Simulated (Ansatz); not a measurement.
GeBr2. The state is a triplet with charge 0. Geometry PBE0-D4/def2-TZVP, that of the neutral singlet; atoms count from 1.

Cartesian coordinates in Å:
```
Ge -0.943 -0.034 -0.308
Br -0.008 -0.773 1.706
Br 0.951 0.807 -1.398
```

At PBE0-D4/def2-TZVP a singlet of charge 0 lies 2.45 eV below the triplet at the same geometry.

(1) Estimate the Mulliken populations from the PBE0/def2-TZVP orbitals of Ansatz.

(2) Where does the spin sit?

(3) And the Mayer bond orders between heavy atoms (over 0.3)?

Results:

(1) 
| atom | charge (e) | spin (α − β) |
| --- | --- | --- |
| Ge1 | 0.39 | 1.44 |
| Br2 | -0.20 | 0.28 |
| Br3 | -0.20 | 0.28 |
Mulliken values depend strongly on the basis.

(2) Summed by element: Ge 1.44, Br 0.56, of 2 unpaired in all. Largest on single atoms: Ge1 1.44, Br2 0.28, Br3 0.28.

(3) Ge1–Br2 1.03 (2.34 Å); Ge1–Br3 1.03 (2.34 Å).
